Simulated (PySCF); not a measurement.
One of the candidates below gave these computed data.

All candidates are C6H11NO.

| technique | computed result |
| --- | --- |
| UV, first state | lowest singlet excitation: 5.55 eV (223 nm, f = 0.006) [TDDFT CAM-B3LYP/def2-SVPD] |
| Rotational structure | rotational constants A, B, C: 2.326, 1.795, 1.125 GHz [PBE0-D3(BJ)/def2-SVP] |
| Polarisability | 84.9 au [CAM-B3LYP/def2-SVPD] |
| UV, strongest line | among the 6 lowest singlet transitions: S6 at 7.54 eV (164 nm, f = 0.194) [TDDFT CAM-B3LYP/def2-SVPD] |
| Dipole | 3.49 D [CAM-B3LYP/def2-SVPD] |

Gas-phase values; electronic properties from PySCF, density fitting. Levels stand in brackets. Geometry: PBE0-D3(BJ)/def2-SVP, one conformer, isolated molecule.

Question: Which candidate is it?
A. `O=CN1CCCCC1`
B. `CCO[C@H](C#N)CC`
C. `C=C[C@@H](CC)C(N)=O`
D. `CN(C)C(=O)C1CC1`

Answer: C. It is `C=C[C@@H](CC)C(N)=O`. Numbering: `[CH2:1]=[CH:2][C@@H:3]([CH2:4][CH3:5])[C:6]([NH2:7])=[O:8]`. Its formula, C6H11NO, gives 2 degrees of unsaturation: 0 rings and 2 π bonds in the structure found. The optimised geometry has point group C1 and is an asymmetric top.

The others, at the same levels:
- `CN(C)C(=O)C1CC1` fails: its computed lowest singlet excitation is 5.84 eV (212 nm, f = 0.000) (against 5.55 eV), static isotropic polarisability is 82.7 au (against 84.9 au) and rotational constant A is 4.007 GHz (against 2.326 GHz).
- `O=CN1CCCCC1` fails: its computed lowest singlet excitation is 5.75 eV (216 nm, f = 0.001) (against 5.55 eV), static isotropic polarisability is 81.0 au (against 84.9 au) and rotational constant A is 3.862 GHz (against 2.326 GHz).
- `CCO[C@H](C#N)CC` fails: its computed lowest singlet excitation is 7.43 eV (167 nm, f = 0.003) (against 5.55 eV), static isotropic polarisability is 81.4 au (against 84.9 au) and rotational constant A is 3.246 GHz (against 2.326 GHz).

Each candidate is one conformer, not necessarily the lowest. Dipoles, sizes and rotational constants follow the conformer. The torsions of the flexible species, by atom-mapped SMILES:
- `[CH2:1]=[CH:2][C@@H:3]([CH2:4][CH3:5])[C:6]([NH2:7])=[O:8]`: C1–C2–C3–C4 121°, C2–C3–C4–C5 -164°, C2–C3–C6–N7 53°, H–N7–C6–C3 -176°, H–N7–C6–C3 -12°
- `[CH3:1][N:2]([CH3:3])[C:4](=[O:5])[CH:6]1[CH2:7][CH2:8]1`: C1–N2–C4–O5 -5°, N2–C4–C6–C7 -155°
- `[CH3:1][CH2:2][O:3][C@H:4]([C:5]#[N:6])[CH2:7][CH3:8]`: C1–C2–O3–C4 -179°, C2–O3–C4–C5 -66°, O3–C4–C7–C8 -178°

The conformers of `O=CN1CCCCC1` aren't listed.
